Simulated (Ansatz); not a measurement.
A nudged elastic band was laid between two geometries of CH6Ge + H4Si (13 atoms, charge 0, multiplicity 1).

Theory: RKS B3LYP/def2-SVP (Ansatz).

```
movable images  : 5
climbing image  : yes
spring          : 20.0 eV/Å²
optimiser       : quadratic models (default)
start path      : through a guess of the saddle point
force threshold : 0.05 eV/Å
iteration limit : 60
end points      : relaxed
```

Image 0:

```xyz
13
Properties=species:S:1:pos:R:3
Ge -0.470 1.428 0.038
H -1.032 1.779 1.434
H 1.000 1.898 -0.033
C -1.536 2.297 -1.370
H -2.584 1.963 -1.318
H -1.512 3.391 -1.250
H -1.137 2.044 -2.364
H -0.503 -0.107 -0.132
Si 2.206 -3.778 1.720
H 1.017 -4.539 1.242
H 3.006 -3.318 0.549
H 3.048 -4.662 2.578
H 1.757 -2.598 2.513
```

Image 6:

```xyz
13
Properties=species:S:1:pos:R:3
Ge 0.695 -0.241 -1.465
H -1.922 0.166 5.282
H 1.879 0.475 -2.160
C -0.455 1.104 -0.586
H -1.313 0.618 -0.099
H 0.114 1.658 0.175
H -0.834 1.820 -1.332
H -0.116 -0.966 -2.567
Si 1.540 -1.857 0.098
H 0.410 -2.580 0.758
H 2.405 -2.861 -0.591
H 2.347 -1.185 1.161
H -1.488 -0.354 4.935
```

Q: Which bonds break or form, and what moves?

A: Bonds broken: Ge1–H2, Si9–H13. Bonds formed: Ge1–Si9, H2–H13. CH6Ge + H4Si becomes CH8GeSi + H2.

Q: Give the energies along the band, and the barrier.

A: The run converged. The highest image is number 3 of 0 to 6, 84.3 kcal/mol above the first end and 79.4 kcal/mol above the last; the last end lies 4.9 kcal/mol above the first. Neighbouring images differ by up to 3.6 eV, so the band resolves the path poorly. The order of the point at the top wasn't checked. The orbitals stay closed-shell, which can raise the energy where a bond breaks towards radicals; this wasn't checked here.

```tsv
image	path coordinate (Å)	energy (kcal/mol)	Ge1–H2 (Å)	Si9–H13 (Å)	Ge1–Si9 (Å)
0	0.00	0.0	1.54	1.49	6.09
1	3.63	0.1	1.54	1.49	4.77
2	7.26	0.1	1.55	1.49	4.54
3	10.89	84.3	1.89	1.94	2.95
4	14.52	6.1	3.79	3.27	2.41
5	18.14	4.9	5.08	4.11	2.40
6	21.77	4.9	7.25	5.90	2.40
```

Q: What is the geometry of the highest image?

A: 
```xyz
13
Properties=species:S:1:pos:R:3:forces:R:3
Ge 0.201 -0.032 -0.463 -0.02 -0.01 -0.02
H 1.096 0.856 0.943 -0.01 -0.04 -0.02
H 1.438 0.137 -1.361 0.00 0.00 0.01
C -1.139 1.409 -0.356 0.02 -0.02 -0.01
H -1.791 1.336 -1.242 -0.01 0.01 0.00
H -1.758 1.263 0.542 -0.01 0.00 0.01
H -0.661 2.396 -0.306 0.00 0.00 -0.01
H -0.645 -1.269 -0.954 0.03 0.01 0.01
Si 1.262 -2.162 1.275 -0.05 -0.02 -0.03
H 0.425 -3.272 0.716 0.01 -0.01 0.00
H 2.704 -2.472 1.013 0.01 0.00 -0.01
H 1.072 -2.145 2.763 0.01 0.00 0.01
H 1.056 -0.248 1.038 0.04 0.06 0.04
```

Run time: 100 s on 4 threads of AMD EPYC 9R45 96-Core Processor (Zen 5), with other jobs on the host, peak memory 0.32 GiB.
